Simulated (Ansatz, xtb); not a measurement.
## C4H3BrCl2O: which of two isomers lies lower

Structure X is `O=C=C(Br)CC(Cl)Cl`, a singlet and structure Y is `O=C=C(Cl)[C@H](Br)CCl`, a singlet. Both are isolated molecules in the gas phase, relaxed with B3LYP/def2-SVP; each stands in its lowest conformer found.

X (Å):

```yaml
atoms:
  - { symbol: C, position_ang: [-1.5714, -0.1445, -0.8109] }
  - { symbol: C, position_ang: [-1.0168, 0.2727, 0.3163] }
  - { symbol: C, position_ang: [0.0652, -0.4521, 1.0647] }
  - { symbol: C, position_ang: [-0.4386, -1.2297, 2.2853] }
  - { symbol: Br, position_ang: [-1.7847, 1.8603, 1.0687] }
  - { symbol: Cl, position_ang: [0.9615, -1.8614, 3.2213] }
  - { symbol: Cl, position_ang: [-1.5389, -2.5628, 1.7955] }
  - { symbol: O, position_ang: [-2.0434, -0.4937, -1.8154] }
  - { symbol: H, position_ang: [0.8153, 0.2744, 1.4179] }
  - { symbol: H, position_ang: [0.5859, -1.1554, 0.3959] }
  - { symbol: H, position_ang: [-1.0098, -0.5906, 2.9681] }
```

Y (Å):

```xyz
11

C     1.6933    0.5648    0.7697
C     1.7067   -0.7586    0.8969
C     2.1132   -1.6647   -0.2035
C     3.1377   -2.7286    0.1725
Br    0.5233   -2.6687   -0.9521
Cl    1.1690   -1.4021    2.4375
Cl    4.7113   -1.9572    0.6084
O     1.6946    1.7212    0.6616
H     2.4750   -1.0751   -1.0553
H     3.3224   -3.3987   -0.6749
H     2.7982   -3.3118    1.0373
```

Estimate which is lower in electronic energy at CCSD(T)/def2-SVP + ΔMP2/def2-TZVPP, and by roughly how much.

Too close to call at this level: CCSD(T)/def2-SVP + ΔMP2/def2-TZVPP gives E(Y) − E(X) = −0.44 kcal/mol.

Level by level:

| level | geometry | E(Y) − E(X) (kcal/mol) | departure from the last row (kcal/mol) | job, with rough time for the two |
| --- | --- | --- | --- | --- |
| GFN2-xTB | GFN2-xTB | −0.09 | +0.35 | optimisation, 0.18 s |
| HF/STO-3G | GFN2-xTB | +0.89 | +1.33 | single point, 0.62 s |
| r2SCAN-D4/def2-SVP | GFN2-xTB | −0.99 | −0.55 | single point, 4.3 s |
| B3LYP/def2-SVP | B3LYP/def2-SVP | −0.35 | +0.09 | optimisation, 42 s |
| HF/def2-SVP | B3LYP/def2-SVP | +0.03 | +0.47 | part of the CCSD(T) run |
| MP2/def2-SVP | B3LYP/def2-SVP | −0.55 | −0.11 | part of the CCSD(T) run |
| CCSD(T)/def2-SVP | B3LYP/def2-SVP | −0.49 | −0.05 | single point |
| CCSD(T)/def2-SVP + ΔMP2/def2-TZVPP | B3LYP/def2-SVP | −0.44 |  | single point, 1.7 min |

As drawn, both hold the same kinds of bond in the same numbers.

The largest departure from CCSD(T)/def2-SVP + ΔMP2/def2-TZVPP is that of HF/STO-3G, 1.33 kcal/mol. The last row adds to CCSD(T) the change of the MP2 difference between the two basis sets, here +0.05 kcal/mol.

With thermal terms from frequencies at re-optimised GFN2-xTB minima (ideal gas, soft modes damped towards free rotors, one conformer each, 298.15 K, 1 atm): the zero-point term adds −0.02 kcal/mol; ΔH is −0.41 and ΔG −0.55 kcal/mol.

The correlated steps freeze 24 core orbitals; the filled d shell of Br is correlated, in a basis made for valence electrons. Mirror images aren't counted in ΔG. Run with Ansatz 0.2.0, xtb 6.7.1; the last row on 4 threads of Arm Neoverse V2 on a shared host.
